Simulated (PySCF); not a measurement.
C₆H₁₃N₃Si: full NMR table

```yaml
Formula: C6H13N3Si
SMILES: CCc1cnn([SiH](C)C)n1
Point_group_of_the_computed_structure: C1
Degrees_of_unsaturation: 3
Carbon_signals: 5
Proton_signals: 5
```

Molfile (atoms numbered from 1):
```
C6H13N3Si
     RDKit          3D

 23 23  0  0  0  0  0  0  0  0999 V2000
   -3.5615   -0.5400    0.6767 C   0  0  0  0  0  0  0  0  0  0  0  0
   -2.5782    0.5495    1.1072 C   0  0  0  0  0  0  0  0  0  0  0  0
   -1.4170    0.6018    0.1794 C   0  0  0  0  0  0  0  0  0  0  0  0
   -1.3307    1.1637   -1.1098 C   0  0  0  0  0  0  0  0  0  0  0  0
   -0.1205    0.9364   -1.5792 N   0  0  0  0  0  0  0  0  0  0  0  0
    0.5040    0.2641   -0.6276 N   0  0  0  0  0  0  0  0  0  0  0  0
    2.1938   -0.2553   -0.7451 Si  0  0  0  0  0  4  0  0  0  0  0  0
    3.2649    1.0766    0.0830 C   0  0  0  0  0  0  0  0  0  0  0  0
    2.2853   -1.9076    0.1787 C   0  0  0  0  0  0  0  0  0  0  0  0
   -0.2451    0.0483    0.4419 N   0  0  0  0  0  0  0  0  0  0  0  0
   -3.0703   -1.5105    0.6799 H   0  0  0  0  0  0  0  0  0  0  0  0
   -4.4084   -0.5761    1.3580 H   0  0  0  0  0  0  0  0  0  0  0  0
   -3.9303   -0.3447   -0.3282 H   0  0  0  0  0  0  0  0  0  0  0  0
   -3.0829    1.5188    1.1110 H   0  0  0  0  0  0  0  0  0  0  0  0
   -2.2123    0.3387    2.1131 H   0  0  0  0  0  0  0  0  0  0  0  0
   -2.0677    1.6968   -1.6744 H   0  0  0  0  0  0  0  0  0  0  0  0
    2.4165   -0.3493   -2.1891 H   0  0  0  0  0  0  0  0  0  0  0  0
    3.1654    2.0316   -0.4252 H   0  0  0  0  0  0  0  0  0  0  0  0
    2.9744    1.2234    1.1204 H   0  0  0  0  0  0  0  0  0  0  0  0
    4.3154    0.8034    0.0696 H   0  0  0  0  0  0  0  0  0  0  0  0
    3.3071   -2.2675    0.2458 H   0  0  0  0  0  0  0  0  0  0  0  0
    1.6963   -2.6727   -0.3184 H   0  0  0  0  0  0  0  0  0  0  0  0
    1.8970   -1.8025    1.1882 H   0  0  0  0  0  0  0  0  0  0  0  0
  1  2  1  0
  2  3  1  0
  3  4  1  0
  4  5  2  0
  5  6  1  0
  6  7  1  0
  7  8  1  0
  7  9  1  0
  6 10  1  0
 10  3  2  0
  1 11  1  0
  1 12  1  0
  1 13  1  0
  2 14  1  0
  2 15  1  0
  4 16  1  0
  7 17  1  0
  8 18  1  0
  8 19  1  0
  8 20  1  0
  9 21  1  0
  9 22  1  0
  9 23  1  0
M  END
```

All values are calculated (PySCF 2.14): GFN2-xTB structure, GIAO PBE0/pcSseg-1 shieldings. Rapidly exchanging positions averaged, isolated molecule, a single conformation, non-relativistic.

References, each an isolated molecule treated in the same way: $^{1}$H, $^{13}$C, $^{29}$Si against TMS; NH3 for $^{15}$N.

| carbon | δC, type | δH (multiplicity) | HMBC from (2–3 bonds) | span of the C tensor (ppm) |
| --- | --- | --- | --- | --- |
| C1 | 20.1, CH3 | 1.24 (t) | H14/H15 | 31 |
| C2 | 23.8, CH2 | 2.88 (q) | H16, H11/H12/H13 | 22 |
| C3 | 157.9, C | – | H16, H14/H15, H11/H12/H13 | 165 |
| C4 | 139.9, CH | 7.73 (s) | H14/H15 | 169 |
| C8/C9 | -1.1, CH3 | 0.48 (d) | H17, H18/H19/H20/H21/H22/H23 | 14 |

Other nuclei:
```
atoms    nucleus                             environment  δ (ppm)  σ (ppm)
  H17    $^{1}$H  hydrogen on a silicon bonded to 2 C, N     5.58    26.14
  Si7  $^{29}$Si             silicon bonded to 2 C, N, H     -0.6    349.7
   N5   $^{15}$N      pyridine-type nitrogen of an azole    385.0   -117.3
  N10   $^{15}$N      pyridine-type nitrogen of an azole    367.5    -99.8
   N6   $^{15}$N              pyrrole-type ring nitrogen    280.9    -13.1
```

Carbon types of the structure: 1 × C, 1 × CH, 1 × CH2, 3 × CH3, leaving 1 H on heteroatoms. δC 157.9: substituted aromatic carbon next to a ring nitrogen. δC 139.9: aromatic CH next to a ring nitrogen. δC 23.8: sp3 CH2 on an aromatic ring; a saturated carbon with 2 carbon neighbours and no heteroatom attached. δH 7.73: hydrogen on an aromatic CH next to a ring nitrogen; ring-current deshielding. δH 2.88: hydrogen on an sp3 CH2 on an aromatic ring; benzylic-type position, deshielded by the ring.

Shifts are as computed. Against solution values, carbons near 30 ppm lie about +3 ppm off and those near 130 ppm about +5 ppm. Of 1211 compounds with measured shifts, 218 miss one by over three times the rms of a fit or turn the order of signals round; such compounds aren't used in these exercises. Experimental scales use liquid or dissolved standards, which lie at an offset from isolated NH3 (liquid NH3: subtract about 20 ppm). Unscaled 15N shifts of sp2 nitrogen come out 20 to 40 ppm too high even then. No couplings were computed; multiplicities are counted from neighbouring protons, with m where these are inequivalent, close in shift, in a saturated or five-membered ring or joined by F or P, and br s for small geminal =CH2 splittings.
